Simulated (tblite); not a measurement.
Calculated harmonic vibrations of the isolated species, GFN2-xTB (tblite), most abundant isotopes, no scaling. The method is semi-empirical: single wavenumbers can be off by several per cent or more. One conformer each. Open shells enter through the occupations alone, without spin polarisation, and single modes of such species can be off by tens of per cent. Thermal functions are those of the rigid rotor and harmonic oscillator, without mixing of conformers.

Question: Order these by their ideal-gas entropy at 298.15 K and 1 bar, highest first (cal/(mol K)).
A. `O=[C][C@@H]1[C@H](F)C12CC2` [radical]
B. `[H]/[C]=C1/CN=C1C#N` [radical]
C. `[CH2]C[C@]12C[C@](O)(C1)C2` [radical]
D. `C[C]1O[C@H](C)C12CC2` [radical]

Answer: D (92.8), C (90.6), A (88.8), B (81.1).

```json
{"SMILES": "C[C]1O[C@H](C)C12CC2", "atoms": "19", "mass (u)": "111.08", "symmetry number": "1", "modes under 300 cm⁻¹": "7", "ZPE (kcal/mol)": "100.4", "S translation (cal/(mol K))": "40.1", "S rotation": "28.1", "S vibration": "23.2", "S spin": "1.4", "S": "92.8", "Cp": "34.4"}
{"SMILES": "[CH2]C[C@]12C[C@](O)(C1)C2", "atoms": "19", "mass (u)": "111.08", "symmetry number": "1", "modes under 300 cm⁻¹": "5", "ZPE (kcal/mol)": "100.1", "S translation (cal/(mol K))": "40.1", "S rotation": "28.0", "S vibration": "21.2", "S spin": "1.4", "S": "90.6", "Cp": "34.5"}
{"SMILES": "O=[C][C@@H]1[C@H](F)C12CC2", "atoms": "14", "mass (u)": "113.04", "symmetry number": "1", "modes under 300 cm⁻¹": "5", "ZPE (kcal/mol)": "63.9", "S translation (cal/(mol K))": "40.1", "S rotation": "28.0", "S vibration": "19.3", "S spin": "1.4", "S": "88.8", "Cp": "29.5"}
{"SMILES": "[H]/[C]=C1/CN=C1C#N", "atoms": "10", "mass (u)": "91.03", "symmetry number": "1", "modes under 300 cm⁻¹": "3", "ZPE (kcal/mol)": "39.5", "S translation (cal/(mol K))": "39.5", "S rotation": "27.1", "S vibration": "13.1", "S spin": "1.4", "S": "81.1", "Cp": "24.8"}
```

Entropies and Cp are for 298.15 K and 1 bar.
